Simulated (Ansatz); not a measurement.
Mo5⁻. Charge -1, multiplicity 2. Geometry PBE-D4/def2-SVPD.

```xyz
5

Mo    1.411   -0.894   -0.181
Mo    0.320    0.810   -1.350
Mo   -1.418    0.876    0.210
Mo   -0.876   -1.377   -0.100
Mo    0.562    0.584    1.420
```

In the def2 sets Mo takes a core potential; there is no spin–orbit coupling. At PBE-D4/def2-TZVPD, r2SCAN-D4/def2-TZVPD, PBE0-D4/def2-TZVPD, r2SCAN0-D4/def2-TZVPD and others the charge -1 doublet is spin-contaminated (final ⟨S²⟩ up to 4.77, 0.75 for a pure state). At PBE-D4/def2-TZVPD, r2SCAN-D4/def2-TZVPD the highest occupied level of the charge -1 doublet lies above zero (up to 0.46 eV). It is a level of α spin, whose loss leaves a singlet; that state wasn't run at this geometry and level. The electron is either unbound and held by the finite basis, or the level is raised by self-interaction error. At PBE-D4/def2-TZVPD the gap within one spin of the charge -1 doublet nearly closes, so an electron or hole may be smeared out by delocalisation error. No other spin state of charge -1 was run. The structure comes from a short search, and lower isomers may exist.

Estimate the α-spin orbital energies around the gap (eV) in Ansatz with PBE-D4/def2-TZVPD, r2SCAN-D4/def2-TZVPD, PBE0-D4/def2-TZVPD, r2SCAN0-D4/def2-TZVPD, BHLYP-D4/def2-TZVPD.


```tsv
orbital	PBE-D4/def2-TZVPD	r2SCAN-D4/def2-TZVPD	PBE0-D4/def2-TZVPD	r2SCAN0-D4/def2-TZVPD	BHLYP-D4/def2-TZVPD
HOMO−5	-1.68	-1.68	-2.44	-2.70	-3.41
HOMO−4	-0.86	-0.87	-1.72	-2.21	-3.19
HOMO−3	-0.43	-0.40	-1.23	-1.78	-2.70
HOMO−2	-0.05	-0.27	-1.08	-1.61	-2.55
HOMO−1	0.02	-0.17	-0.60	-1.18	-2.15
HOMO	0.46	0.25	-0.56	-0.53	-0.77
LUMO	0.52	0.84	1.28	1.29	1.78
LUMO+1	0.58	0.91	1.33	1.35	1.83
LUMO+2	1.00	1.48	2.09	2.18	2.78
LUMO+3	1.06	1.50	2.25	2.38	3.02
LUMO+4	1.19	1.61	2.25	2.45	3.03
LUMO+5	1.21	1.68	2.38	2.51	3.08
β HOMO	0.15	0.23	-0.11	-0.31	-0.55
β LUMO	0.74	1.13	1.65	1.67	2.33
```
